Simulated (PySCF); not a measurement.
# Orbital picture of SnS

PBE at R = 2.222 Å; Sn x2c-SVPall, S x2c-SVPall; spin-free X2C with a Gaussian nucleus (PySCF 2.14). State: ¹Σ⁺ (singlet), closed shell. Only the outer orbitals are listed, counted within each symmetry.

```tsv
orbital	occ.	ε (eV)	on Sn (%)	main shells (%)
13σ	2	-16.56	17	81 S s, 11 Sn s
14σ	2	-10.66	72	72 Sn s, 15 S p, 13 S s
15σ	2	-6.36	47	52 S p, 32 Sn p, 14 Sn s
7π	2	-6.25	26	74 S p, 24 Sn p
7π	2	-6.25	26	74 S p, 24 Sn p
8π	0	-3.04	77	76 Sn p, 23 S p
8π	0	-3.04	77	76 Sn p, 23 S p
16σ	0	0.25	86	75 Sn p, 20 S p
```

Problem. Which are the highest filled and the lowest empty level, where do they sit, and how wide is the gap?

Solution. Highest filled 7π at -6.25 eV (in %: 74 S p, 24 Sn p); lowest empty 8π at -3.04 eV (in %: 76 Sn p, 23 S p); the gap at PBE is 3.21 eV.

| Property | Result |
| --- | --- |
| bond order (Mayer) | 2.40 |
| ⟨S²⟩ | 0.000 |
| charge on Sn (Mulliken, basis-dependent) | 0.28 |
| charge on Sn (Löwdin, basis-dependent) | 0.09 |
| dipole moment (positive dipole means Sn(−)S(+)) | -2.74 D |
| polarisability along the bond | 75.9 bohr³ |
| polarisability across the bond | 35.7 bohr³ |

Spin–orbit coupling is left out.
